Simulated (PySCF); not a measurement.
How methods differ on the ionisation energy of Cs

Cs [Xe] 6s1 (2S) → Cs⁺ [Xe] (1S), as a difference of total energies. Computed with PySCF 2.14 in aug-cc-pwCVTZ-X2C with one added diffuse shell each of s, p, d, f type (12s11p9d5f, 125 functions), with scalar relativity by spin-free X2C-1e. Correlated levels: valence and next inner shell: [Kr] 4d10 frozen. The calculations carry no spin-orbit coupling.

Q: Order these methods by the ionisation energy they give, lowest first.
A. UHF
B. revPBE
C. PBE
D. r2SCAN

A: A (3.479 eV), D (3.774 eV), B (3.910 eV), C (3.979 eV).

Errors of the correlated levels include the incompleteness of this basis and the frozen core.

For comparison: 3.894 eV (measured; NIST Atomic Spectra Database, ionization energies).
